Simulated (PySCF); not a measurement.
**Vertical excitation energies**

Compound: SbH2Br.
Geometry (PBE0-D3(BJ)/def2-SVP, Å), atoms numbered from 1 in this order:
```
atom  x, y, z in Å
Sb1    0.106    0.199    0.806
H2     1.501    0.149   -0.199
H3    -0.592    1.384   -0.227
Br4   -1.016   -1.731   -0.380
```

Method: TDDFT B3LYP/def2-SVPD, vertical, gas phase, core orbitals frozen in the response, def2 core potentials past Kr (PySCF 2.14.0, density-fitted response routines). Spin–orbit coupling is left out.

Problem. List the vertical singlet excitations with oscillator strengths and describe the spectrum.

Solution. 

```
state  E (eV)  E (kJ/mol)  λ (nm)       f  |μ| (D)  symmetry  main configurations (H = HOMO, L = LUMO)
   S1    4.16         402   297.9   0.025     1.26        A′                                 H→L (97%)
   S2    4.57         441   271.2  0.0047     0.52        A″                              H-1→L (100%)
   S3    5.56         536   223.1   0.061     1.70        A′                               H-2→L (91%)
   S4    5.82         562   212.9   0.031     1.19        A″                               H→L+1 (94%)
   S5    5.98         577   207.3   0.031     1.17        A′                 H→L+2 (90%), H-1→L+1 (8%)
   S6    6.28         605   197.6   0.012     0.72        A′                             H-1→L+1 (85%)
   S7    6.56         633   189.1  0.0002     0.09         –                             H-1→L+2 (95%)
   S8    6.69         645   185.4  0.0004     0.13         –                               H-4→L (95%)
   S9    7.05         681   175.8   0.045     1.30        A″                             H-2→L+1 (90%)
  S10    7.27         701   170.6   0.141     2.26        A′                H-2→L+2 (72%), H-3→L (21%)
```

Triplets, Tamm–Dancoff:

```csv
state,E (eV),λ (nm),"main configurations (H = HOMO, L = LUMO)"
T1,3.52,351.8,H→L (98%)
T2,4.19,296.0,H-1→L (99%)
T3,4.77,259.7,H-2→L (96%)
T4,4.92,251.9,H→L+1 (90%)
```

The lowest singlet comes at 298 nm (402 kJ/mol) in the ultraviolet; it is weak; its leading configuration is HOMO→LUMO (97%). The most intense listed level is S10 at 7.27 eV (171 nm, f = 0.141), 3.10 eV above S1. It is the last of those listed, so stronger ones may follow. Löwdin shares by element: HOMO bromine 51%, antimony 35%, hydrogen 14%; LUMO antimony 56%, bromine 32%, hydrogen 12%. Weighted by f, the mean energy of these states is 6.41 eV. Of the 10 states listed, 7 reach f = 0.01 and 2 stay under 0.0005. The vertical ionisation energy (ΔSCF) is 9.68 eV, 2.42 eV above S10. Symmetry labels in Cs follow from the direction of the transition dipole and are given only for states with f of 0.002 or more. Only the lowest 10 singlets were computed, as vertical energies without vibronic structure.
